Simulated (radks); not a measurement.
Results of a calculation; reference values are marked as such.
Problem. The mean radii <r> (bohr) of the occupied orbitals of an atom or ion are listed with their occupations. Code: a radial shooting solver on a logarithmic mesh with Libxc functionals. Model: non-relativistic Kohn-Sham, LDA (Slater exchange, Perdew-Wang correlation), spin-unpolarised, spherical densities, point nucleus.

orbital  occ.      <r>
1s          2  0.05118
2s          2   0.2302
2p          6   0.1999
3s          2   0.6892
3p          6   0.7115
3d          9   0.8164

Name the element and its charge.

Solution. Z = 30, zinc, charge +3: Zn3+ in [Ar] 3d9. The 1s radius gives Z: for a bare nucleus <r> = 1.5/Z, 0.05 bohr for Z = 30, and screening makes it slightly larger (0.05118 here). The occupations add up to 27, and the charge is Z minus that.
